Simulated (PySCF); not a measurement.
C2H8O2Si, SMILES CO[Si@@H](C)O.

Geometry optimised at PBE0-D3(BJ)/def2-SVP. The structure was generated by enumeration; whether it is a known compound was not checked. The values are those of a single conformer.

These are PBE0-D3(BJ)/def2-SVP in PySCF values and carry that method's errors.

Frequencies are harmonic and unscaled.

```
mode  ν (cm⁻¹)  IR (km/mol)  moving atoms (share of kinetic energy)
----  --------  -----------  --------------------------------------
1           75          2.5                  C 38 %, O 31 %, H 30 %
2           90          0.1                                  H 97 %
3          137          0.6                                  H 95 %
4          160          4.9                  C 49 %, H 30 %, O 18 %
5          237          3.4         O 41 %, H 31 %, C 17 %, Si 12 %
6          267         49.0                  H 53 %, O 33 %, Si 8 %
7          318         50.1                 H 56 %, O 23 %, Si 13 %
8          397         61.8                 O 51 %, Si 25 %, H 22 %
9          660         11.7                  H 49 %, C 33 %, O 16 %
10         707         75.4                 H 63 %, C 17 %, Si 14 %
11         758         20.6                          H 66 %, C 21 %
12         769         38.7         H 34 %, O 24 %, Si 23 %, C 19 %
13         844         53.7                   H 73 %, C 12 %, O 9 %
14         852         95.8                 H 51 %, O 36 %, Si 11 %
15         914        296.9                         H 64 %, Si 24 %
16         950        174.3                 H 45 %, Si 36 %, O 17 %
17        1173        116.4                  H 42 %, C 29 %, O 28 %
18        1181          2.0                          H 75 %, C 19 %
19        1224        161.1                  H 37 %, O 35 %, C 27 %
20        1269         54.3                          H 75 %, C 23 %
21        1425          3.2                                  H 96 %
22        1427          5.2                                  H 96 %
23        1475          3.7                           H 91 %, C 8 %
24        1478          3.9                                  H 96 %
25        1479          8.4                                  H 94 %
26        2260        162.7                                  H 97 %
27        3011         61.8                                  H 97 %
28        3062          0.3                                  H 97 %
29        3088         39.3                          H 90 %, C 10 %
30        3133         30.3                           H 91 %, C 9 %
31        3167          2.1                           H 91 %, C 9 %
32        3171          2.1                           H 91 %, C 9 %
33        3931         93.7                                  H 94 %
```
